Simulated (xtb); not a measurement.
BClH, SMILES [BH]Cl (connectivity only; charge and spin as stated), charge +1, multiplicity 1. All values are semi-empirical tight-binding results from xtb (GFN2-xTB unless named), good for trends rather than for accurate numbers. Coordinates come from a GFN2-xTB optimisation. The multiplicity is an assumed one; other spin states were not compared. The isomer is the one that the SMILES or the coordinates give; other isomers of the formula were not compared.

```
Item                                            Result
--------------------------------------  --------------
point group as xtb finds it                        C∞v
orbital gap                                    5.71 eV
zero-point energy                         7.6 kcal/mol
G − E(el) at 298.15 K (modified RRHO)    -5.6 kcal/mol
static polarisability (D4 model)            28.2 bohr³
solvation energy, GFN2-xTB/ALPB(water)  -62.9 kcal/mol
solvation energy, GFN2-xTB/ALPB(chcl3)  -56.5 kcal/mol
```
